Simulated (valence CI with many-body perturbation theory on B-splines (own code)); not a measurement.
**Energy levels of Ru⁴⁺**

Level of theory: valence CI with perturbative core correlation (CI+MBPT): four valence electrons over a frozen Dirac-Fock core [Kr], a basis of 9 s, 9 p, 10 d, 8 f, 5 g, 3 h, 1 i functions for each j, with the one-electron correlation potential Σ1, the two-electron term Σ2, the three-electron term Σ3, Breit, model QED; selected CI, second order for the rest, scaled by the run's own slope (own B-spline code, finite nucleus).

No measured spectrum was set against this ion. As an estimate, terms of the open shell hold to 2 to 4 % of their energy, and close levels can change places; different configurations can be misplaced against each other by 1,000 to 8,000 cm⁻¹. Core correlation moves these levels by up to 16000 cm⁻¹, and in measured spectra 5 to 20 % of such shifts remained as error; rates that hang on mixing are uncertain with them. Among the levels kept, up to 310 cm⁻¹ of a level comes from second order outside the variational space, and about a tenth of that is noise between levels of different J, which matters for small intervals. Only levels of the ground parity were solved; by the run's estimate the other parity begins above the list, which can be wrong where configurations are misplaced.

Levels 1 to 45 of 64, with energies above the lowest level, 4d4 5D_0. "Leading %" is the weight of the configuration and term that name the level; weights of strongly mixed levels are sums over their largest components and can fall short. Lifetimes count E1, E2, E3, M1 and M2 decay at the calculated energies, and are blank where another channel may lead or the interval is too uncertain; long ones can be off by a factor of two.

```csv
No.,Configuration,Term,J,E (cm⁻¹),Leading %,Lifetime,Second component
1,4d4,5D,0,0.0,96,,
2,4d4,5D,1,508,97,144 s,
3,4d4,5D,2,1350,98,30.0 s,
4,4d4,5D,3,2395,98,19.1 s,
5,4d4,5D,4,3571,97,22.9 s,
6,4d4,3P,0,16804,90,141 ms,5 % 4d4 1S
7,4d4,3H,4,16857,83,4.44 s,8 % 4d4 3G
8,4d4,3H,5,18035,91,23.0 s,8 % 4d4 3G
9,4d4,3H,6,18982,95,59.0 s,4 % 4d4 1I
10,4d4,3P,1,19296,95,173 ms,
11,4d4,3F,3,19793,53,451 ms,45 % 4d4 3G
12,4d4,3F,2,20279,96,531 ms,
13,4d4,3F,4,20609,63,286 ms,22 % 4d4 3G
14,4d4,3P,2,22593,91,312 ms,7 % 4d4 3D
15,4d4,3G,3,22766,53,516 ms,45 % 4d4 3F
16,4d4,3G,4,23103,65,860 ms,22 % 4d4 3F
17,4d4,3G,5,23859,91,1.18 s,8 % 4d4 3H
18,4d4,1I,6,26972,95,758 ms,4 % 4d4 3H
19,4d4,3D,3,27612,96,336 ms,
20,4d4,3D,2,28013,84,297 ms,7 % 4d4 1D
21,4d4,3D,1,28536,97,257 ms,
22,4d4,1G,4,29554,83,198 ms,9 % 4d4 3F
23,4d4,1S,0,33140,93,132 ms,6 % 4d4 3P
24,4d4,1D,2,34920,86,187 ms,6 % 4d4 3D
25,4d4,1F,3,38492,91,304 ms,4 % 4d4 3F
26,4d4,3P,2,44707,96,165 ms,
27,4d4,3F,4,45485,95,,
28,4d4,3F,2,45703,96,100 ms,
29,4d4,3F,3,46103,93,,5 % 4d4 1F
30,4d4,3P,1,47045,98,,
31,4d4,3P,0,48269,97,,
32,4d4,1G,4,51475,95,,
33,4d4,1D,2,67748,98,31.9 ms,
34,4d4,1S,0,88271,97,22.8 ms,
35,4d3 5s,5F,1,113500,97,197 μs,
36,4d3 5s,5F,2,114290,97,194 μs,
37,4d3 5s,5F,3,115440,97,190 μs,
38,4d3 5s,5F,4,116870,97,186 μs,
39,4d3 5s,5F,5,118490,96,181 μs,
40,4d3 5s,3F,2,124620,95,94.9 μs,
41,4d3 5s,3F,3,126520,93,95.3 μs,
42,4d3 5s,5P,1,127360,94,115 μs,5 % 4d3 5s 3P
43,4d3 5s,5P,2,127640,89,114 μs,8 % 4d3 5s 3P
44,4d3 5s,3F,4,128560,87,95.1 μs,6 % 4d3 5s 3G
45,4d3 5s,5P,3,129430,97,111 μs,
```

Names give the largest LS component (configuration and term), which can be under half, so a name can repeat, a term be missing and a line seem to break the LS rules; names also repeat where a configuration has a term twice.

The ionisation energy to 4d3 4F_3/2 of the next ion comes out as 60.081 eV (NIST: 59 ± 1.9 eV (theoretical)). All 64 levels together are meant to be complete up to 146900 cm⁻¹.
